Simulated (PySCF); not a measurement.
# Be²⁺ (beryllium, charge +2): UHF calculation

Configuration: 1s2, closed-shell 1S. All numbers are calculated (PySCF 2.14, scalar relativity by spin-free X2C-1e, in cc-pVTZ-DK).

- Total energy: -13.613522 hartree
- One-electron energy: -15.8909 hartree
- Hartree (Coulomb) energy: 4.5548 hartree
- Exchange energy: -2.2774 hartree
- ⟨S²⟩: 0.0000
- ⟨L²⟩: 0.000
- Sum of ⟨r⟩: 0.8282 bohr
- Sum of ⟨r²⟩: 0.4635 bohr²
- Langevin diamagnetic susceptibility: -0.367 ×10⁻⁶ cm³/mol
- Time after the integrals: 0.07 s of wall time on 1 thread of Neoverse-N1 (shared host)

```csv
shell,electrons,mean orbital energy (eV),"rms radius, mean of both spins (bohr)"
1s,2,-154.24,0.481
```
